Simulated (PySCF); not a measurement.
## Whose spectrum? (photoacid generator ion pair)

All values: TDA CAM-B3LYP/def2-SVP, gas phase, PySCF SCF with an in-house response code, fitting set def2-universal-JFIT up to Ne and JKFIT beyond, grid level 1 (kernel 0), vertical, one conformer each, geometries GFN2-xTB; core orbitals frozen in the response, virtual orbitals above 1.5 Eh left out. The lowest 6 singlets were sought, and the brightest is taken among them. The runs took 4 to 50 CPU minutes each on shared server CPUs.

Spin-orbit coupling is left out, which matters for the heavier atoms here.

One system has its HOMO at -8.91 eV, its LUMO at -1.44 eV and these singlet states:

```csv
state,eV,f
S1,4.29,0.006
S2,4.63,0.001
S3,4.68,0.004
S4,5.13,0.001
S5,5.33,0.000
S6,5.38,0.004
```

Problem. Which is it?
A. F[P@OH9-](F)(F)(F)(F)F.c1ccc([I+]c2ccccc2)cc1 (C12H10F6IP)
B. O=S(=O)([C-](S(=O)(=O)C(F)(F)F)S(=O)(=O)C(F)(F)F)C(F)(F)F.c1ccc([I+]c2ccccc2)cc1 (C16H10F9IO6S3)
C. O=S(=O)([O-])c1c(F)c(F)c(F)c(F)c1F.c1ccc([I+]c2ccccc2)cc1 (C18H10F5IO3S)

Solution. B.

Problem. How do the candidates compare?

Solution. 
```
                                                                          system  HOMO / eV  LUMO / eV  S1 / eV  f(S1)  brightest state sought / eV
                                   F[P@OH9-](F)(F)(F)(F)F.c1ccc([I+]c2ccccc2)cc1      -9.07      -2.01     4.22  0.011                         4.26
O=S(=O)([C-](S(=O)(=O)C(F)(F)F)S(=O)(=O)C(F)(F)F)C(F)(F)F.c1ccc([I+]c2ccccc2)cc1      -8.91      -1.44     4.29  0.006                         4.29
                       O=S(=O)([O-])c1c(F)c(F)c(F)c(F)c1F.c1ccc([I+]c2ccccc2)cc1      -8.43      -2.03     3.21  0.001                         3.70
```
